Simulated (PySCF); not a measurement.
**Working out the ionisation energy of Os+**

Os+ [Xe] 4f14 5d6 6s1 (6D) → Os(2+) [Xe] 4f14 5d6 (5D). Computed with PySCF 2.14 in def2-TZVPPD with the def2 core potential (60 electrons), with scalar relativity through the core potential. Frozen: 5s2 5p6. Energies in hartree (1 hartree = 27.21139 eV):

```tsv
part	Os+ (lower)	Os(2+) (upper)
UHF	-89.599547	-89.011395
CCSD correlation	-0.128985	-0.102314
(T)	-0.003479	-0.002684
```

Q: What does Hartree-Fock give?

A: (-89.011395) − (-89.599547) = 0.588152 hartree = 16.004 eV.

Q: What do CCSD and CCSD(T) give?

A: The CCSD correlation energies differ by 0.026671 hartree = 0.726 eV and the triples by 0.000795 hartree = 0.022 eV, so CCSD gives 16.730 eV and CCSD(T) 16.752 eV.

Reference: 17 ± 1 eV (semi-empirical (NIST evaluation); NIST Atomic Spectra Database, ionization energies), between the lowest levels; spin-orbit coupling is absent from the calculation.

What remains against the reference includes basis incompleteness, the frozen core and higher excitations.
